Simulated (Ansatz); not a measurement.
`[F][Al@H-]1[Cl+][Al@H-]([F])[Cl+]1`, charge 0, multiplicity 1.

**Question.** Give a relaxed structure at PBE0-D4/def2-TZVP (Ansatz 0.2.0). (Best estimate.)

**Answer.** The calculation gave: 
Z-matrix (Å, degrees):
```
Al
Cl 1 2.279
Cl 1 2.279 2 91.3
F 1 1.644 2 106.9 3 108.0
H 1 1.560 2 111.9 3 -114.2
Al 2 2.279 1 88.7 3 -0.2
F 6 1.644 2 106.9 1 108.2
H 6 1.560 2 111.8 1 -114.0
```
Point group C2h.
